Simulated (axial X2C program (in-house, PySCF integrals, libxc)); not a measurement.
Outer orbitals of HfF⁻ at 1.903 Å, PBE0

Computed with an in-house relativistic program for diatomic molecules. Spin-free means the one-electron spin-free X2C Hamiltonian; two-component (2c) means X2C with spin–orbit coupling and atomic mean-field two-electron Coulomb and Gaunt terms, so the difference of the two also holds small scalar two-electron terms. Basis: Hf dyall-acv3z [14s15p10d7f4g], F dyall-av3z [7s6p3d2f] (cores contracted in-house); Gaussian nuclei, density fitting, unrestricted open shells. Masses: Hf 179.947 u, F 18.998 u.

The distance is close to the 2c PBE0 minimum; the highest filled and lowest empty levels are listed.

Spin-free orbitals, state M_S = 1, Λ = 0 (beyond evenly filled blocks: δ+α, δ-α) (Löwdin shares):

| symmetry | occupied | ε (eV) | atomic character |
| --- | --- | --- | --- |
| σα | yes | -15.02 | 99% Hf f |
| π+α | yes | -14.99 | 100% Hf f |
| π-α | yes | -14.99 | 100% Hf f |
| σβ | yes | -14.94 | 99% Hf f |
| π-β | yes | -14.91 | 100% Hf f |
| π+β | yes | -14.91 | 100% Hf f |
| δ+α | yes | -14.89 | 100% Hf f |
| δ-α | yes | -14.89 | 100% Hf f |
| δ+β | yes | -14.79 | 100% Hf f |
| δ-β | yes | -14.79 | 100% Hf f |
| φ+α | yes | -14.74 | 100% Hf f |
| φ-α | yes | -14.74 | 100% Hf f |
| φ-β | yes | -14.52 | 100% Hf f |
| φ+β | yes | -14.52 | 100% Hf f |
| σβ | yes | -7.47 | 86% F p, 7% Hf d |
| σα | yes | -7.43 | 86% F p, 7% Hf d |
| π+β | yes | -6.88 | 88% F p, 6% Hf d, 3% Hf f |
| π-β | yes | -6.88 | 88% F p, 6% Hf d, 3% Hf f |
| π+α | yes | -6.85 | 87% F p, 6% Hf d, 3% Hf f |
| π-α | yes | -6.85 | 87% F p, 6% Hf d, 3% Hf f |
| σα | yes | -0.80 | 74% Hf s, 11% Hf d, 7% F p |
| σβ | yes | 0.08 | 74% Hf s, 17% Hf p, 4% F p |
| δ-α | yes | 1.22 | 99% Hf d |
| δ+α | yes | 1.22 | 99% Hf d |
| π-α | no | 1.87 | 100% Hf p |
| π+α | no | 1.87 | 100% Hf p |
| σβ | no | 1.91 | 97% Hf p |
| π-β | no | 1.91 | 99% Hf p |
| π+β | no | 1.91 | 99% Hf p |

The highest filled level is positive, so this functional does not bind it, and the empty levels of an anion are set by the basis.

The lowest two-component determinant found has another configuration (Ω = 2 (⟨Sz⟩ = -0.94, ⟨Lz⟩ = 2.94 at PBE0)), so the levels differ by more than spin–orbit coupling. Its spinors:

```tsv
ω	occupied	ε (eV)	atomic character	λ mixture
-1/2	yes	-15.71	99% Hf f	55% σ, 45% π
1/2	yes	-15.71	99% Hf f	59% σ, 41% π
-3/2	yes	-15.70	100% Hf f	69% π, 31% δ
3/2	yes	-15.69	100% Hf f	73% π, 27% δ
-5/2	yes	-15.68	100% Hf f	83% δ, 17% φ
-7/2	yes	-15.66	100% Hf f	100% φ
5/2	yes	-15.64	100% Hf f	87% δ, 13% φ
7/2	yes	-15.55	100% Hf f	100% φ
1/2	yes	-8.26	86% F p, 7% Hf d	100% σ
-1/2	yes	-8.25	86% F p, 8% Hf d	100% σ
-1/2	yes	-7.70	88% F p, 6% Hf d, 3% Hf f	100% π
1/2	yes	-7.70	87% F p, 7% Hf d, 3% Hf f	100% π
3/2	yes	-7.65	88% F p, 6% Hf d, 3% Hf f	100% π
-3/2	yes	-7.63	87% F p, 6% Hf d, 3% Hf f	100% π
-1/2	yes	-1.51	73% Hf s, 10% Hf d, 7% F p	100% σ
1/2	yes	-0.59	77% Hf s, 6% F p, 6% Hf d	100% σ
3/2	yes	-0.13	99% Hf d	99% δ, 1% π
1/2	yes	0.85	60% Hf p, 36% Hf d, 3% F p	95% π, 5% σ
-3/2	no	1.63	99% Hf p	100% π
-1/2	no	1.73	99% Hf p	100% σ
1/2	no	1.73	91% Hf p, 8% Hf d	97% π, 3% σ
1/2	no	1.90	99% Hf p	98% σ, 2% π
-1/2	no	1.90	100% Hf p	100% π
3/2	no	1.90	100% Hf p	100% π
```

The highest filled level is positive, so this functional does not bind it, and the empty levels of an anion are set by the basis.

**Question.** How does the gap between the highest filled and lowest empty level change from the spin-free to the 2c table?

**Answer.** From 0.65 to 0.78 eV at PBE0, a change of 0.13 eV.

Mulliken charges and populations of the two-component result (they depend on the basis, above all on diffuse functions):

Hf -0.41 e (s 11.85 p 24.69 d 21.83 f 14.03 g 0.01), F -0.59 e (s 3.96 p 5.60 d 0.02). ⟨Lz⟩ = 2.94 ħ and ⟨Sz⟩ = -0.94 ħ (-0.93 and -0.01 on the two atoms), which add up to Ω.

Occupations by symmetry block were frozen at the best pattern of an incomplete PBE0 search. Density functionals use the spin component along the axis (collinear). The highest occupied level is positive at some bond lengths even in Hartree–Fock (under at least one Hamiltonian), so the basis set holds the extra electron there; where that holds at Re the anion is at best weakly bound and its constants depend on the basis. Other states lie close and PBE0, whose exact exchange favours high spin, may order them wrongly; the determinant shown need not be the ground state. The nearest other spin-free determinant of the search, M_S = 1, Λ = 3, lies 0.04 eV up at the distance of the search. The functionals have no current-density term, which raises determinants with orbital currents, atoms included. With several unpaired electrons one determinant need not be a pure state. The determinant is spin-polarised beyond a pure state at some levels (its spin-free form has ⟨S²⟩ too high), which makes Re and μ there less reliable.
